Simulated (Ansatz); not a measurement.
Gas-phase electronic energies from Ansatz, PBE0-D4/def2-TZVP geometries. CCSD(T)/CBS adds triple-zeta CCSD(T) − MP2 to the extrapolated MP2 energy (def2 sets, frozen cores). This one scheme is used for every species. Functionals use def2-TZVPP. HSE06 is defined as in plane-wave codes. One conformer a species, not always the lowest.

Consider the hydrogenolysis of a C–S bond: `OBCS[SiH3]` + H₂ → `CBO` + `[SiH3]S`.

| level | ΔE (kJ/mol) |
| --- | --- |
| HSE06 | -84.3 |
| HF/def2-TZVPP | -102.4 |

(1) What does CCSD(T)/CBS give? (An estimate is asked.)

Largest T1 diagnostic among the species: 0.012.

Results:

(1) Ansatz gave: -75.9 kJ/mol. The listed levels differ from it by -8.4, -26.5 kJ/mol.

The D4 term adds +13.0 kJ/mol with B3LYP and +7.2 kJ/mol with PBE0; it sums over pairs of atoms, weighted by their polarisabilities, and B3LYP, whose exchange is more repulsive, gets the larger term. From r2SCAN to r2SCAN0 (25 % exact exchange), in def2-TZVPP and without D4, ΔE moves by −3.5 kJ/mol.

B3LYP here is the variant with VWN-RPA as its local correlation; programs differ in this.
